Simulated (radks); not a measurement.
The numbers below are computed, except where a source is named.
Problem. Ionisation of the lithium ion Li+, [He], to 1s1 as the strength of local exchange is varied. Code: a radial shooting solver on a logarithmic mesh with Libxc functionals. Model: scalar-relativistic Kohn-Sham, Slater X-alpha exchange (alpha = 2/3 is LDA exchange), no correlation, spin-polarised, spherical densities, finite nucleus; Fermi nuclear charge, rms radius 2.444 fm.

| alpha | E(Li+) (hartree) | exchange (hartree) | IE (eV) | -e of the level emptied (eV) | <r> of it (bohr) |
|---|---|---|---|---|---|
| 0.641 | -6.95600 | -1.33116 | 71.231 | 56.932 (1s) | 0.5905 |
| 0.667 | -7.01012 | -1.39137 | 71.868 | 57.740 (1s) | 0.5876 |
| 0.668 | -7.01220 | -1.39370 | 71.892 | 57.771 (1s) | 0.5875 |
| 0.757 | -7.19931 | -1.60353 | 74.095 | 60.579 (1s) | 0.5778 |
| 0.85 | -7.39786 | -1.82886 | 76.439 | 63.583 (1s) | 0.5680 |
| 1.011 | -7.74891 | -2.23357 | 80.596 | 68.950 (1s) | 0.5518 |
| 1.016 | -7.75997 | -2.24643 | 80.727 | 69.120 (1s) | 0.5513 |
| x | -7.46690 | -1.90782 | 77.255 | 64.632 (1s) | 0.5647 |

Which alpha was used in the last row?

Solution. alpha = 0.882. NIST Atomic Spectra Database: 75.640 eV (theoretical). The Delta-SCF value meets it near alpha = 0.82.
